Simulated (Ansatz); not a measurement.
Species: Ag$_{2}$, charge 0, singlet. Ag2 (SMILES [Ag][Ag]).
B3LYP-D3(BJ)/def2-TZVP minimum from Ansatz (a first-principles code):
```
Ag
Ag 1 2.5966
```

Total energies in def2-TZVPP, 22 correlated electrons, 8 frozen orbitals. Open shells are spin-unrestricted; no spin-orbit coupling. Correlated methods leave the cores frozen (noble-gas shells, and filled d and f shells in the p block). Past Kr the def2 sets carry scalar-relativistic core potentials.

| method | program | energy (Eh) | minus CCSDT(Q) (mEh) |
|---|---|---|---|
| HF | Ansatz | -292.24904 | 777.84 |
| MP2 | Ansatz | -293.06250 | -35.62 |
| CCSD | Ansatz | -292.99748 | 29.39 |
| CCSD(T) | Ansatz | -293.02829 | -1.42 |
| CCSDT(Q) | Ansatz | -293.02687 | 0.00 |

Rough core times of Ansatz's runs on a shared machine: CCSD(T) under 20 s, CCSDT(Q) 30 min.
